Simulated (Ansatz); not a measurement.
Mg11MnS11Br2. Total charge 0; quartet. Geometry PBE-D4/def2-SVP; atoms count from 1.

```xyz
25

S    -2.0758    1.7638    1.4354
S    -3.4985   -1.4264    3.3978
S     0.3568    4.5128    0.7118
S     2.8715    1.8620   -0.1636
S     0.6025    0.0215    2.5524
S    -3.5377   -2.0326   -0.2601
S    -0.9254    1.1219   -1.7736
S     0.5357   -1.5496   -0.5500
S    -0.4430   -3.5307    2.8799
S     2.9398   -0.4145   -3.1005
S    -1.1175   -2.3585   -3.9492
Mg   -1.2798    3.0939   -0.4062
Mg   -1.1373   -1.2924    3.6548
Mg   -3.5081   -0.2045    1.3226
Mg   -2.5349   -3.0252    1.7214
Mg    1.0011    2.2110    1.4473
Mg    2.0885    4.0426   -0.8359
Mg    1.5044    1.4020   -2.3661
Mg    1.2280   -2.2814    1.6904
Mg    2.9309   -0.6251   -0.6653
Mn   -0.5632    0.2936    0.4271
Mg   -1.7999   -1.5278   -1.8670
Mg    0.9618   -1.7530   -3.1967
Br    1.6245    3.8687   -3.2940
Br    3.7757   -2.1719    1.1874
```

Single mean-field runs in def2-SVP are fitted with def2-universal-jkfit. At PBE0-D4/def2-SVP a sextet of charge 0 lies 1.51 eV below the quartet, each at its own geometry.

(1) Estimate the Mulliken populations from the PBE0/def2-SVP orbitals of Ansatz.

(2) Where does the spin sit?

(3) And the Mayer bond orders between heavy atoms (over 0.3)?

Answers

(1) 
```
atom  charge (e)  spin (α − β)  d electrons
  S1       -0.49         -0.06            –
  S2       -0.56          0.00            –
  S3       -0.55          0.00            –
  S4       -0.68          0.00            –
  S5       -0.60         -0.07            –
  S6       -0.61          0.00            –
  S7       -0.55         -0.07            –
  S8       -0.71         -0.06            –
  S9       -0.56          0.00            –
 S10       -0.56          0.00            –
 S11       -0.48          0.00            –
Mg12        0.40          0.00            –
Mg13        0.54          0.02            –
Mg14        0.42         -0.03            –
Mg15        0.56         -0.01            –
Mg16        0.40         -0.16            –
Mg17        0.47          0.00            –
Mg18        0.83          0.00            –
Mg19        0.60          0.00            –
Mg20        0.58          0.01            –
Mn21        1.27          3.45         5.42
Mg22        0.42         -0.02            –
Mg23        0.44          0.01            –
Br24       -0.31          0.00            –
Br25       -0.30          0.00            –
```
Mulliken values depend strongly on the basis.

(2) Summed by element: S -0.27, Mg -0.19, Mn 3.45, Br 0.00, of 3 unpaired in all. Largest on single atoms: Mn21 3.45, Mg16 -0.16, S5 -0.07.

(3) S1–Mn21 0.60 (2.34 Å); S5–Mn21 0.49 (2.44 Å); S7–Mn21 0.51 (2.38 Å); S8–Mn21 0.47 (2.36 Å); S1–Mg12 0.74 (2.41 Å); S1–Mg14 0.71 (2.44 Å); S2–Mg13 0.83 (2.38 Å); S2–Mg14 0.74 (2.41 Å); S2–Mg15 0.59 (2.51 Å); S3–Mg12 0.77 (2.44 Å); S3–Mg16 0.59 (2.50 Å); S3–Mg17 0.86 (2.37 Å); S4–Mg16 0.49 (2.49 Å); S4–Mg17 0.74 (2.41 Å); S4–Mg18 0.33 (2.63 Å); S4–Mg20 0.49 (2.54 Å); S5–Mg13 0.63 (2.44 Å); S5–Mg16 0.53 (2.48 Å); S5–Mg19 0.43 (2.54 Å); S6–Mg14 0.74 (2.42 Å); S6–Mg15 0.75 (2.43 Å); S6–Mg22 0.62 (2.42 Å); S7–Mg12 0.72 (2.43 Å); S7–Mg18 0.54 (2.52 Å); S7–Mg22 0.35 (2.79 Å); S8–Mg19 0.45 (2.46 Å); S8–Mg20 0.43 (2.57 Å); S9–Mg13 0.71 (2.47 Å); S9–Mg15 0.74 (2.44 Å); S9–Mg19 0.70 (2.40 Å); S10–Mg18 0.63 (2.43 Å); S10–Mg20 0.69 (2.44 Å); S10–Mg23 0.79 (2.39 Å); S11–Mg22 1.00 (2.34 Å); S11–Mg23 1.24 (2.29 Å); Mg17–Br24 0.73 (2.51 Å); Mg18–Br24 0.38 (2.64 Å); Mg19–Br25 0.56 (2.60 Å); Mg20–Br25 0.59 (2.56 Å).
